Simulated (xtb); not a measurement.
silanone (H2OSi), singlet, at a GFN2-xTB geometry, atoms displaced at random by about 0.1 Å a coordinate. Base run: GFN2-xTB run with xtb.

xtb was given this input:
```
$ xtb mol.xyz --gfn 2 --opt --json

# file mol.xyz
4

Si    -0.10845159    -0.45432782    -0.03672991
O     -0.06984117     0.91785622     0.16445877
H     -0.91691469    -1.50899878     0.01360743
H      1.34195052    -1.05096986     0.09907686
```

Variants of this job, named by their change:

```tsv
change	ΔE vs base (kJ/mol)	optimiser steps
base	0.00	10
opt level = extreme	0.00	12
opt level = loose	0.00	9
alpb = ether	1.64	10
opt level = lax	0.00	9
alpb = dmso	-0.07	10
opt level = tight	0.00	10
engine = inertial	0.01	-
opt level = vtight	0.00	11
opt level = sloppy	0.05	8
```
